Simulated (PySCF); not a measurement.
Species: (2-methylpropenyl)benzene, C10H12.
Bonds: C1–C2, C2–C3, C2–C4 (double), C4–C5, C5–C6 (aromatic), C6–C7 (aromatic), C7–C8 (aromatic), C8–C9 (aromatic), C9–C10 (aromatic), C5–C10 (aromatic). Hydrogens: H11, H12, H13 on C1; H14, H15, H16 on C3; H17 on C4; H18 on C6; H19 on C7; H20 on C8; H21 on C9; H22 on C10.

A GFN2-xTB structure was refined with PBE0-D3(BJ)/def2-SVP geometry optimisation, gas phase (PySCF). Its GFN2-xTB values:

| coordinate | GFN2-xTB |
| --- | --- |
| C1–C2 | 1.500 Å |
| C1–H11 | 1.090 Å |
| C2–C3 | 1.499 Å |
| C2=C4 | 1.333 Å |
| C3–H14 | 1.086 Å |
| C4–C5 | 1.463 Å |
| C4–H17 | 1.084 Å |
| C5–C6 | 1.395 Å |
| C6–C7 | 1.381 Å |
| C6–H18 | 1.081 Å |
| C7–C8 | 1.385 Å |
| C7–H19 | 1.081 Å |
| C8–H20 | 1.080 Å |
| C1–C2–C3 | 114.2° |
| C1–C2–C4 | 121.2° |
| C2–C4–C5 | 127.5° |
| C3–C2–C4 | 124.5° |
| C4–C5–C10 | 122.5° |
| C5–C6–C7 | 120.9° |
| C6–C5–C10 | 118.3° |
| C7–C8–C9 | 119.5° |
| C2–C4–C5–C6 | -138° |

Q: How do these coordinates change at the PBE0-D3(BJ)/def2-SVP level?

A: 
| coordinate | PBE0-D3(BJ)/def2-SVP (Å or °) | change |
| --- | --- | --- |
| C2=C4 | 1.348 | +0.015 |
| C1–H11 | 1.104 | +0.014 |
| C4–H17 | 1.097 | +0.013 |
| C8–H20 | 1.092 | +0.012 |
| C6–H18 | 1.093 | +0.012 |
| C7–H19 | 1.093 | +0.012 |
| C3–H14 | 1.098 | +0.012 |
| C5–C6 | 1.406 | +0.011 |
| C6–C7 | 1.391 | +0.010 |
| C7–C8 | 1.395 | +0.010 |
| C4–C5 | 1.470 | +0.007 |
| C2–C3 | 1.500 | +0.001 |
| C1–C2 | 1.500 | 0.000 |
| C2–C4–C5 | 128.7 | +1.2 |
| C1–C2–C4 | 120.3 | -0.9 |
| C4–C5–C10 | 123.2 | +0.7 |
| C1–C2–C3 | 114.9 | +0.7 |
| C6–C5–C10 | 117.8 | -0.5 |
| C5–C6–C7 | 121.3 | +0.4 |
| C3–C2–C4 | 124.8 | +0.3 |
| C7–C8–C9 | 119.4 | -0.1 |
| C2–C4–C5–C6 | -143 | -5 |

The energy falls by 1.5 kcal/mol over 9 energy and gradient evaluations, the largest force component goes from 0.0146 to 1.8e-04 Eh/bohr, and the atoms move by 0.083 Å rms after alignment. Among the bonds, C2=C4 and C1–H11 change most and about equally (+0.014 to +0.015 Å). Bonds longer at the end by more than 0.005 Å: 20 of 22; shorter: 0. Rotational constants go from 3413, 759.9, 658.9 to 3377, 746.0, 641.4 MHz.

The run used 200 basis functions and 60 SCF cycles in all. The run took about 7 min of CPU time (one thread, shared machine).

Not checked by PBE0-D3(BJ)/def2-SVP frequencies. The numbers are those of one conformer.

Conformer computed: `[CH3:1][C:2]([CH3:3])=[CH:4][c:5]1[cH:6][cH:7][cH:8][cH:9][cH:10]1`: C2–C4–C5–C6 -143°.
